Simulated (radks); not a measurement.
The numbers below are computed, except where a source is named.
Question: Radial electron density D(r) = 4 pi r^2 rho(r) of an atom or ion with 60 electrons. Code: a radial shooting solver on a logarithmic mesh with Libxc functionals. Model: non-relativistic Kohn-Sham, MS2 meta-GGA, spin-polarised, spherical densities, point nucleus; meta-GGA in the generalised Kohn-Sham scheme.

```
   r/bohr * D(r) (the largest magnitude, 102, reaches the edge; | marks zero)
 0.003413 |       *
 0.004662 |            *
  0.00637 |                   *
 0.008702 |                           *
  0.01189 |                                   *
  0.01624 |                                       *
  0.02219 |                                       *
  0.03031 |                                    *
  0.04141 |                                     *
  0.05657 |                                               *
  0.07729 |                                                      *
   0.1056 |                                               *
   0.1442 |                                         *
   0.1971 |                                               *
   0.2692 |                                       *
   0.3678 |                   *
   0.5025 |                    *
    0.692 |                  *
   0.9453 |        *
    1.291 |    *
    1.764 |  *
     2.41 |*
    3.293 *
    4.499 *
    6.146 *
    8.396 *
    11.47 *
```

What is the nuclear charge?

Answer: Z = 60. The innermost maximum, from 1s, lies near 1/Z = 0.0167 bohr (found: 0.0186), and its height grows with Z. The density is that of neutral neodymium in [Xe] 4f4 6s2; the configuration itself is not fixed sharply by these data, and Z only to a few units. D(r) has 4 maxima, at r = 0.0186, 0.0779, 0.210, 0.580 bohr, and minima at 0.0339, 0.141, 0.418 bohr, inside which lie 1.98, 11.37, 29.14 electrons.
